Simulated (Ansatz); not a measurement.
Input file for Ansatz (an electronic-structure program): R-SVWN5/def2-TZVPP on CH5NOSe (SMILES CO[Se]N), a point of a torsion scan.

Ansatz 0.2 input:
```yaml
crystal:
  periodic: [false, false, false]
  atoms:
    - {symbol: C, position_ang: [-1.52412745, 0.02236149, 0.33477605]}
    - {symbol: O, position_ang: [-0.86667343, 0.55652752, -0.78669784]}
    - {symbol: Se, position_ang: [-0.36665876, 2.32716520, -0.77854073]}
    - {symbol: N, position_ang: [1.32394137, 2.27765074, -0.12766452]}
    - {symbol: H, position_ang: [-2.25469452, 0.71621609, 0.75775123]}
    - {symbol: H, position_ang: [-0.81244674, -0.25890302, 1.11868643]}
    - {symbol: H, position_ang: [-2.04191444, -0.87350817, -0.01171288]}
    - {symbol: H, position_ang: [1.39507146, 1.99910055, 0.84451091]}
    - {symbol: H, position_ang: [1.96112641, 1.73298608, -0.69700637]}
basis:
  gaussian:
    orbitals: def2-TZVPP
hamiltonian:
  xc: {name: SVWN5}
scf: {lower_state_search: off}
```

The log:

```
WARN ansatz: RAYON_NUM_THREADS=1 ignored (pool sized by the plan → 1); use --threads N
Functional definition: SVWN5
these checks for a lower state are left out or cut short: stability, starts, cluster_reference, orbital_swaps, neighbouring_geometries, increment
integrals: 0.12 GiB planned
1168 factors; their error is unknown
mean field: 0.87 GiB planned
mean field evaluation 1: about -69860.5146 eV, gradient 9.2e1 eV
mean field evaluation 2: about -69796.5515 eV, gradient 1.8e2 eV
mean field evaluation 4: about -69875.6159 eV, gradient 2.5e1 eV
mean field evaluation 8: about -69876.6623 eV, gradient 2.4e-1 eV
mean field evaluation 16: about -69876.6222 eV, gradient 1.9e-4 eV
mean field -69876.62221719 eV, -2567.9185024060 hartree, gradient 1.8e-6 eV, S^2 0.000000; 0 other end points of the search recorded, 0 dependent functions left out
reference -69876.62225224 eV, -2567.9185036941 hartree; 30, 30 occupied and 181, 181 virtual orbitals, 1168 factors
Total energy: -69876.62225224 eV, -2567.9185036941 hartree
Checks for a lower state left out: stability, starts, cluster_reference, orbital_swaps, neighbouring_geometries, increment
```

The run converged.

Cost: about 1.9 core-seconds (a rough figure).
